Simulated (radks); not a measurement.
Question: These are the eigenvalues of the occupied orbitals of an atom or ion with whole-number occupations (eV). Calculated with a radial shooting solver on a logarithmic mesh with Libxc functionals: non-relativistic Kohn-Sham, PBE, spin-polarised, spherical densities, point nucleus.

1s up: -56762.01
1s down: -56762.01
2s up: -9209.096
2s down: -9209.091
2p up: -8803.014
2p down: -8803.010
3s down: -2061.704
3s up: -2061.704
3p down: -1876.334
3p up: -1876.334
3d up: -1530.969
3d down: -1530.968
4s up: -396.8675
4s down: -396.8660
4p up: -321.5020
4p down: -321.4997
4d up: -185.4245
4d down: -185.4196
5s up: -52.1171
5s down: -52.0388
5p up: -32.5590
5p down: -32.4311
4f up: -13.9397
4f down: -13.9141
6s up: -8.8637

Which element is it, and in what charge state? The configuration may be excited. Open shells, if any, are filled with parallel spins first.

Answer: Z = 70, ytterbium, charge +1: Yb+ in [Xe] 4f14 6s1. The list shows which subshells hold electrons but not how many an open one holds; the 1s level, -2086 hartree, gives Z - s = 64.6 by -(Z - s)^2/2, which with screening narrows Z to a few neighbours, and the depths of the outer levels then fix element, charge and occupations together.
